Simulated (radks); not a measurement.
The neodymium ion Nd2+, configuration [Xe] 4f4 (the NIST ground configuration).

All-electron calculation, Dirac Kohn-Sham, PBE, spin-unpolarised, spherical densities, point nucleus; open shells are shared between the two j in proportion to 2j + 1. Program: a radial shooting solver on a logarithmic mesh with Libxc functionals.

Energy parts (eV):
total: -262025.67
kinetic: 282605.20
electron-nucleus: -639505.84
Hartree: 100938.62
exchange-correlation: -6063.64

Orbitals (lengths in bohr, moments of r in powers of bohr; <r^-3> diverges for s and p1/2; r(max) is where P^2 peaks; r(90%) holds 90 % of the orbital's charge):
[
 {"orbital": "1s1/2", "occ.": "2", "eigenvalue (eV)": "-43376.27", "<r^4>": "1.526e-06", "<r^-3>": "-", "r(max)": "0.01509", "r(90%)": "0.0426"},
 {"orbital": "2s1/2", "occ.": "2", "eigenvalue (eV)": "-7023.392", "<r^4>": "0.0002479", "<r^-3>": "-", "r(max)": "0.08565", "r(90%)": "0.156"},
 {"orbital": "2p1/2", "occ.": "2", "eigenvalue (eV)": "-6644.819", "<r^4>": "0.0001551", "<r^-3>": "-", "r(max)": "0.06508", "r(90%)": "0.139"},
 {"orbital": "2p3/2", "occ.": "4", "eigenvalue (eV)": "-6124.732", "<r^4>": "0.0001966", "<r^-3>": "7951", "r(max)": "0.07053", "r(90%)": "0.147"},
 {"orbital": "3s1/2", "occ.": "2", "eigenvalue (eV)": "-1533.728", "<r^4>": "0.009925", "<r^-3>": "-", "r(max)": "0.2439", "r(90%)": "0.391"},
 {"orbital": "3p1/2", "occ.": "2", "eigenvalue (eV)": "-1372.167", "<r^4>": "0.009163", "<r^-3>": "-", "r(max)": "0.2308", "r(90%)": "0.384"},
 {"orbital": "3p3/2", "occ.": "4", "eigenvalue (eV)": "-1268.338", "<r^4>": "0.01096", "<r^-3>": "1633", "r(max)": "0.2425", "r(90%)": "0.401"},
 {"orbital": "3d3/2", "occ.": "4", "eigenvalue (eV)": "-987.2015", "<r^4>": "0.008217", "<r^-3>": "270.2", "r(max)": "0.1941", "r(90%)": "0.374"},
 {"orbital": "3d5/2", "occ.": "6", "eigenvalue (eV)": "-964.7589", "<r^4>": "0.008686", "<r^-3>": "243.9", "r(max)": "0.1974", "r(90%)": "0.380"},
 {"orbital": "4s1/2", "occ.": "2", "eigenvalue (eV)": "-315.2616", "<r^4>": "0.2525", "<r^-3>": "-", "r(max)": "0.5655", "r(90%)": "0.873"},
 {"orbital": "4p1/2", "occ.": "2", "eigenvalue (eV)": "-254.3068", "<r^4>": "0.2939", "<r^-3>": "-", "r(max)": "0.5730", "r(90%)": "0.908"},
 {"orbital": "4p3/2", "occ.": "4", "eigenvalue (eV)": "-231.8060", "<r^4>": "0.3505", "<r^-3>": "354.9", "r(max)": "0.5980", "r(90%)": "0.949"},
 {"orbital": "4d3/2", "occ.": "4", "eigenvalue (eV)": "-131.6938", "<r^4>": "0.5342", "<r^-3>": "48.93", "r(max)": "0.6142", "r(90%)": "1.06"},
 {"orbital": "4d5/2", "occ.": "6", "eigenvalue (eV)": "-127.7199", "<r^4>": "0.5659", "<r^-3>": "43.68", "r(max)": "0.6224", "r(90%)": "1.07"},
 {"orbital": "5s1/2", "occ.": "2", "eigenvalue (eV)": "-53.3628", "<r^4>": "8.753", "<r^-3>": "-", "r(max)": "1.322", "r(90%)": "2.12"},
 {"orbital": "5p1/2", "occ.": "2", "eigenvalue (eV)": "-37.1004", "<r^4>": "14.78", "<r^-3>": "-", "r(max)": "1.449", "r(90%)": "2.42"},
 {"orbital": "5p3/2", "occ.": "4", "eigenvalue (eV)": "-34.0464", "<r^4>": "18.14", "<r^-3>": "47.65", "r(max)": "1.521", "r(90%)": "2.55"},
 {"orbital": "4f5/2", "occ.": "1.71429", "eigenvalue (eV)": "-14.7943", "<r^4>": "7.575", "<r^-3>": "5.022", "r(max)": "0.6602", "r(90%)": "1.90"},
 {"orbital": "4f7/2", "occ.": "2.28571", "eigenvalue (eV)": "-14.3856", "<r^4>": "8.172", "<r^-3>": "4.851", "r(max)": "0.6654", "r(90%)": "1.94"}
]

The highest occupied level is 4f7/2 at -14.386 eV. The density falls to 0.001 e/bohr^3 at r = 3.61 bohr. Summed over all electrons, <r^2> = 42.11 bohr^2, which gives a Langevin (diamagnetic) susceptibility term of -33.4 x 10^-6 cm^3/mol.
